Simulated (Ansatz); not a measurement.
Cd5O5⁻. Charge -1, multiplicity 2. Geometry PBE0-D4/def2-SVP, that of the neutral singlet; atoms count from 1.

```xyz
10

Cd   -1.4172    3.0437   -1.5241
Cd    0.8638    2.7047    0.1938
Cd   -1.2001   -1.2104   -0.8824
Cd    1.4858    0.4531    1.5357
Cd   -0.0913   -2.2294    1.7201
O     0.5398    0.7467   -1.6090
O     1.3203   -1.2205    2.6744
O     0.8692   -0.2092   -0.6508
O    -1.5026   -2.7222    0.3908
O    -0.8678    0.6436   -1.8485
```

In the def2 sets Cd takes a core potential; there is no spin–orbit coupling. The structure holds 2 bonds between oxygen atoms, so isomers without such links may lie far lower. The structure comes from a short search, and lower isomers may exist.

(1) Estimate the Mulliken populations from the PBE0/def2-SVP orbitals of Ansatz.

(2) Where does the spin sit?

(3) And the Mayer bond orders between heavy atoms (over 0.3)?

Results:

(1) 
| atom | charge (e) | spin (α − β) | d electrons |
| --- | --- | --- | --- |
| Cd1 | -0.06 | 0.21 | 10.00 |
| Cd2 | -0.03 | 0.27 | 9.99 |
| Cd3 | 0.65 | 0.06 | 10.02 |
| Cd4 | 0.29 | 0.30 | 10.01 |
| Cd5 | 0.45 | 0.08 | 10.00 |
| O6 | -0.09 | 0.02 | – |
| O7 | -0.67 | 0.04 | – |
| O8 | -0.44 | 0.01 | – |
| O9 | -0.68 | 0.01 | – |
| O10 | -0.41 | 0.00 | – |
Mulliken values depend strongly on the basis.

(2) Summed by element: Cd 0.92, O 0.08, of 1 unpaired in all. Largest on single atoms: Cd4 0.30, Cd2 0.27, Cd1 0.21.

(3) Cd1–Cd2 0.62 (2.88 Å); Cd2–Cd4 0.66 (2.69 Å); Cd3–O8 0.33 (2.31 Å); Cd3–O9 0.95 (2.00 Å); Cd3–O10 0.58 (2.12 Å); Cd4–O7 0.83 (2.03 Å); Cd5–O7 1.07 (1.98 Å); Cd5–O9 0.92 (2.00 Å); O6–O8 0.92 (1.39 Å); O6–O10 0.87 (1.43 Å).
